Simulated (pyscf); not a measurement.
## H₃Ge–S–GeH₃, singlet

Gas-phase minimum from PySCF at ωB97X-D3(BJ)/def2-SVP, one conformer. 

SMILES: [GeH3][S][GeH3]
```xyz
9

Ge     0.8320    -1.1165    -0.5091
S      0.2074     0.9849    -0.1753
Ge    -0.2358     0.7809     1.9879
H     -0.3263    -2.0627    -0.1568
H      2.0442    -1.4433     0.3768
H      1.1962    -1.2319    -1.9925
H     -0.7029     2.1584     2.4683
H     -1.3372    -0.2706     2.1937
H      1.0324     0.3436     2.7371
```
Charge 0, spin multiplicity 1.

Bond lengths (Å): Ge1–S2 2.218, Ge1–H4 1.537, Ge1–H5 1.537, Ge1–H6 1.532, S2–Ge3 2.218, Ge3–H7 1.532, Ge3–H8 1.537, Ge3–H9 1.537. Bond angles (°): S2–Ge1–H4 109.7, S2–Ge1–H5 109.7, S2–Ge1–H6 106.5, H4–Ge1–H5 109.4, H4–Ge1–H6 110.8, H5–Ge1–H6 110.8, Ge1–S2–Ge3 96.7, S2–Ge3–H7 106.5, S2–Ge3–H8 109.7, S2–Ge3–H9 109.7, H7–Ge3–H8 110.8, H7–Ge3–H9 110.8, H8–Ge3–H9 109.4.

Properties at ωB97X-D3(BJ)/def2-SVP:

| Quantity | Value |
|---|---|
| Harmonic wavenumbers, unscaled | 32, 96, 98, 406, 432, 566, 588, 601, 625, 846, 879, 888, 890, 903, 914, 2182, 2187, 2188, 2194, 2213, 2216 cm⁻¹ |
| Zero-point energy | 31.4 kcal/mol |
| Rotational symmetry number | 2 |
| Entropy of this conformer at 298 K and 1 atm, rigid rotor and harmonic oscillator, modes under 100 cm⁻¹ raised to 100 | 347.4 J/(mol K) |
| Dipole moment | 1.42 D |

Single-point totals, which compare only within one level:

```tsv
level	total energy (hartree)
ωB97X-D3(BJ)/def2-TZVP	-4555.78999
PBE/def2-TZVP	-4555.02821
r²SCAN/def2-TZVP	-4555.79969
B3LYP-D3(BJ)/def2-TZVP	-4555.97734
PBE0-D3(BJ)/def2-TZVP	-4555.18635
M06-2X/def2-TZVP	-4555.82153
ωB97M-D3(BJ)/def2-TZVP	-4555.93275
```

The lowest mode is so soft that the shape along it may change with the basis. Soft torsions are taken as harmonic, which can shift the entropy by several J/(mol K). Elements up to Kr have no core potential and no relativistic terms here.
